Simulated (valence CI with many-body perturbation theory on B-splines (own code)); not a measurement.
**E1 line list for Gd49+**

Computed by relativistic CI+MBPT: five valence electrons over a frozen Dirac-Fock core [Ne], a basis of 11 s, 11 p, 10 d, 8 f, 5 g, 2 h functions for each j, with the one-electron correlation potential Σ1 (screened to all orders), the two-electron term Σ2, the three-electron term Σ3, Breit, model QED; selected single and double excitations, second order for the rest, scaled by the run's own slope (own B-spline code, finite nucleus).

No measured spectrum was set against this ion. As an estimate, large intervals hold to a few tenths of a per cent, small ones and those within an open d or f shell to about a per cent. Among the levels kept, up to 3200 cm⁻¹ of a level comes from second order outside the variational space, and about a tenth of that is noise between levels of different J, which matters for small intervals.

Lines 151 to 200 of 565 in falling wavelength, among levels below 63.200 Ry, chosen from the strongest by gf and those to the six lowest levels. Wavelengths and rates use the calculated energies. Electric multipoles are in the length gauge with retardation, E1 and E2 with the static RPA response of the core. Weak lines are less certain than strong ones. Lines between different terms over intervals too small for the method are left out, as are lines whose strength nearly cancels. The highest levels of a list are the least certain.

Levels are named by their leading jj configuration (3d3/2^4 stands for four electrons in 3d with j = 3/2), which in mixed levels can hold well under half, so a name can repeat and another be missing. Letters in brackets count levels of one name in rising energy.

```tsv
λ vac (Å)	Upper	Lower	A (s⁻¹)	log gf	Branch %
50.34	(3s 3p1/2^2 3d5/2^2) J=1/2	(3s 3p1/2^2 3p3/2 3d5/2) J=3/2 [b]	1.35e+11	-0.99	39.4
50.30	(3s 3p1/2 3p3/2^2 3d5/2) J=1/2 [c]	(3s 3p1/2 3p3/2^3) J=1/2	1.13e+11	-1.07	11.8
50.29	(3s 3p1/2 3p3/2^2 3d5/2) J=3/2 [d]	(3s 3p1/2 3p3/2^3) J=3/2 [b]	1.19e+11	-0.74	8.2
50.28	(3s^2 3p1/2 3d3/2 3d5/2) J=5/2 [a]	(3s^2 3p1/2 3p3/2 3d3/2) J=5/2 [a]	5.71e+10	-0.89	30.3
50.14	(3s 3p1/2^2 3d5/2^2) J=5/2	(3s 3p1/2^2 3p3/2 3d5/2) J=3/2 [a]	2.59e+10	-1.23	9.0
50.09	(3s 3p1/2^2 3d5/2^2) J=5/2	(3s 3p1/2^2 3p3/2 3d5/2) J=7/2 [a]	3.32e+10	-1.12	11.6
49.94	(3s^2 3p1/2 3p3/2 3d5/2) J=1/2	(3s^2 3p1/2 3p3/2^2) J=1/2	2.01e+11	-0.82	69.0
49.93	(3s 3p1/2^2 3p3/2 3d5/2) J=7/2 [a]	(3s 3p1/2^2 3p3/2^2) J=5/2	1.43e+11	-0.37	80.6
49.92	(3s^2 3p1/2 3d5/2^2) J=9/2	(3s^2 3p1/2 3p3/2 3d5/2) J=9/2	4.28e+10	-0.80	25.4
49.89	(3s 3p1/2^2 3p3/2 3d5/2) J=5/2 [b]	(3s 3p1/2^2 3p3/2^2) J=3/2	2.31e+11	-0.29	47.6
49.89	(3s 3p1/2^2 3d3/2 3d5/2) J=5/2 [a]	(3s 3p1/2^2 3p3/2 3d3/2) J=3/2 [a]	9.61e+10	-0.67	62.5
49.87	(3s^2 3p3/2 3d5/2^2) J=7/2	(3s^2 3p3/2^2 3d5/2) J=9/2	4.89e+10	-0.84	23.9
49.71	(3s^2 3p1/2 3d3/2 3d5/2) J=3/2 [a]	(3s^2 3p1/2 3p3/2 3d3/2) J=1/2 [a]	4.38e+10	-1.19	15.1
49.67	(3s^2 3p1/2 3d3/2 3d5/2) J=3/2 [a]	(3s^2 3p1/2 3p3/2 3d3/2) J=3/2 [a]	8.04e+10	-0.92	27.7
49.65	(3s 3p1/2^2 3p3/2 3d5/2) J=3/2 [b]	(3s 3p1/2^2 3p3/2^2) J=1/2	1.03e+11	-0.82	21.3
49.64	(3s^2 3p1/2 3d3/2 3d5/2) J=1/2	(3s^2 3p1/2 3p3/2 3d3/2) J=1/2 [a]	1.11e+11	-1.09	72.7
49.57	(3s 3p1/2 3p3/2^2 3d5/2) J=5/2 [b]	(3s 3p1/2 3p3/2^3) J=3/2 [a]	5.09e+10	-0.95	6.2
49.48	(3s^2 3p3/2 3d5/2^2) J=7/2	(3s^2 3p3/2^2 3d5/2) J=7/2	4.26e+10	-0.90	20.9
49.41	(3s^2 3p1/2 3p3/2 3d5/2) J=7/2 [b]	(3s^2 3p1/2 3p3/2^2) J=5/2	2.48e+11	-0.14	100.0
49.32	(3s 3p1/2 3p3/2^2 3d3/2) J=9/2	(3s^2 3p1/2 3p3/2 3d5/2) J=7/2 [b]	2.28e+10	-1.08	7.4
49.26	(3s^2 3p1/2 3p3/2 3d5/2) J=5/2 [b]	(3s^2 3p1/2 3p3/2^2) J=5/2	5.50e+10	-0.92	12.1
49.23	(3s 3p1/2^2 3d3/2 3d5/2) J=3/2 [a]	(3s 3p1/2^2 3p3/2 3d3/2) J=1/2 [a]	9.25e+10	-0.87	53.2
49.17	(3s^2 3p3/2 3d3/2 3d5/2) J=1/2 [b]	(3s^2 3p3/2^2 3d3/2) J=3/2 [b]	1.99e+11	-0.84	16.9
49.17	(3s 3p1/2 3p3/2^2 3d5/2) J=5/2 [d]	(3s 3p1/2 3p3/2^3) J=5/2	7.48e+10	-0.79	18.5
49.10	(3s 3p1/2 3p3/2^2 3d5/2) J=7/2 [d]	(3s 3p1/2 3p3/2^3) J=5/2	2.53e+10	-1.14	2.4
49.08	(3s 3p1/2^2 3d5/2^2) J=1/2	(3s 3p1/2^2 3p3/2 3d5/2) J=1/2	6.48e+10	-1.33	18.9
49.06	(3s 3p1/2^2 3p3/2 3d3/2) J=3/2 [a]	(3s^2 3p1/2^2 3d5/2) J=5/2	3.04e+08	-3.36	0.7
48.96	(3s 3p1/2^2 3d3/2 3d5/2) J=3/2 [a]	(3s 3p1/2^2 3p3/2 3d3/2) J=3/2 [a]	3.33e+10	-1.32	19.2
48.95	(3s^2 3p3/2 3d5/2^2) J=9/2	(3s^2 3p3/2^2 3d5/2) J=9/2	1.67e+11	-0.22	41.5
48.84	(3s 3p1/2^2 3d3/2 3d5/2) J=9/2	(3s 3p1/2^2 3p3/2 3d3/2) J=7/2	1.50e+11	-0.27	73.8
48.83	(3s^2 3p3/2 3d3/2 3d5/2) J=7/2 [c]	(3s^2 3p3/2^2 3d3/2) J=7/2	2.85e+10	-1.09	2.0
48.76	(3s^2 3p3/2 3d3/2 3d5/2) J=5/2 [e]	(3s^2 3p3/2^2 3d3/2) J=3/2 [b]	1.94e+11	-0.38	17.5
48.76	(3s^2 3p3/2 3d3/2^2) J=3/2 [a]	(3s 3p1/2 3p3/2^3) J=3/2 [b]	4.73e+10	-1.17	1.9
48.70	(3s^2 3p3/2 3d3/2 3d5/2) J=7/2 [c]	(3s^2 3p3/2^2 3d3/2) J=5/2	3.17e+11	-0.04	22.6
48.70	(3s^2 3p3/2 3d5/2^2) J=3/2	(3s^2 3p3/2^2 3d5/2) J=5/2 [a]	2.22e+11	-0.50	71.9
48.64	(3s 3p1/2 3p3/2^2 3d5/2) J=5/2 [f]	(3s 3p1/2 3p3/2^3) J=3/2 [b]	3.38e+11	-0.14	25.4
48.58	(3s^2 3p3/2 3d5/2^2) J=9/2	(3s^2 3p3/2^2 3d5/2) J=7/2	1.78e+11	-0.20	44.3
48.52	(3s 3p1/2^2 3d5/2^2) J=5/2	(3s 3p1/2^2 3p3/2 3d5/2) J=5/2 [a]	1.51e+11	-0.49	52.8
48.45	(3s^2 3p3/2 3d3/2 3d5/2) J=5/2 [c]	(3s^2 3p3/2^2 3d3/2) J=3/2 [a]	8.77e+10	-0.73	7.1
48.43	(3s^2 3p1/2 3d5/2^2) J=5/2	(3s^2 3p1/2 3p3/2 3d5/2) J=5/2 [a]	1.67e+11	-0.45	59.6
48.42	(3s 3p1/2 3p3/2^2 3d5/2) J=7/2 [e]	(3s 3p1/2 3p3/2^3) J=5/2	2.59e+11	-0.14	30.5
48.26	(3s 3p1/2^2 3d5/2^2) J=3/2	(3s 3p1/2^2 3p3/2 3d5/2) J=3/2 [a]	8.65e+10	-0.92	30.0
48.20	(3s 3p1/2 3p3/2^2 3d5/2) J=3/2 [e]	(3s 3p1/2 3p3/2^3) J=3/2 [b]	1.49e+11	-0.68	12.9
48.14	(3s^2 3p1/2 3d5/2^2) J=7/2	(3s^2 3p1/2 3p3/2 3d5/2) J=7/2 [a]	3.90e+10	-0.96	11.2
48.12	(3s^2 3p1/2 3d5/2^2) J=3/2 [a]	(3s^2 3p1/2 3p3/2 3d5/2) J=3/2 [a]	1.13e+11	-0.80	23.8
48.06	(3s^2 3p3/2^2 3d5/2) J=3/2	(3s^2 3p3/2^3) J=3/2	3.96e+11	-0.26	92.0
48.06	(3s^2 3p1/2 3p3/2 3d5/2) J=3/2 [b]	(3s^2 3p1/2 3p3/2^2) J=5/2	4.57e+10	-1.20	22.3
48.04	(3s^2 3p3/2 3d3/2 3d5/2) J=5/2 [c]	(3s^2 3p3/2^2 3d3/2) J=5/2	6.28e+10	-0.88	5.1
48.02	(3s 3p1/2 3p3/2^2 3d5/2) J=3/2 [b]	(3s 3p1/2 3p3/2^3) J=3/2 [a]	2.71e+11	-0.43	36.1
47.99	(3s 3p1/2 3p3/2^2 3d3/2) J=1/2 [b]	(3s^2 3p1/2 3p3/2 3d5/2) J=3/2 [b]	6.40e+10	-1.35	8.0
```

Task: How does gf follow from A for the line at 49.23 Å?

Result: gf = 1.4992 × (2J+1)_upper × A / σ², with σ = 2031352 cm⁻¹ and 2J+1 = 4: gf = 0.134.
